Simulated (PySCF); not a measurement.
Cost of one run: excited-state job, `O=CO[C@@H]1C[O][GeH2][O]1`.

Method: TDDFT CAM-B3LYP/def2-SVPD, vertical, gas phase, core orbitals frozen in the response (PySCF 2.14.0, density-fitted response routines). Geometry: GFN2-xTB. Work: 8 singlets by full TDDFT, 3 Tamm–Dancoff triplets, polarisability, density fitting. The input is one job of a driver script: a line of settings, then coordinates in Å.

Input:
```
{"job": {"kind": "uv", "xc": "CAM-B3LYP", "basis": "def2-SVPD", "nstates": 8, "ntriplets": 3}, "charge": 0, "multiplicity": 1}
O     -2.597862    -0.479171    -1.454336
C     -2.330717     0.219071    -0.524569
O     -1.127400     0.453520    -0.026680
C      0.007797    -0.139061    -0.675980
C      0.548210    -1.238664     0.248396
O      1.279091    -0.611629     1.278881
Ge     1.669678     1.062765     0.832105
O      0.957943     0.842236    -0.803054
H     -3.071753     0.779789     0.069464
H     -0.294051    -0.517843    -1.658467
H      1.197438    -1.908905    -0.321664
H     -0.275154    -1.806356     0.686151
H      0.899548     2.032033     1.683349
H      3.136554     1.311742     0.644239
```

Hardware: one thread of an Arm Neoverse V1 (shared host).

How large is the basis?

238 functions for 88 electrons, with 960 fitting functions; the fitted three-index integrals, 960 × 238 × 239/2 numbers of 8 bytes, come to 210 MiB.

What wall time should be expected on this hardware?

About 90 s. The SCF took 13 cycles.

The host was shared with other jobs, so the times are rough.

The run converged: HOMO -9.65 eV, LUMO 0.44 eV; lowest singlet 5.93 eV; lowest triplet 5.38 eV (Tamm–Dancoff); mean polarisability 73.4 au.
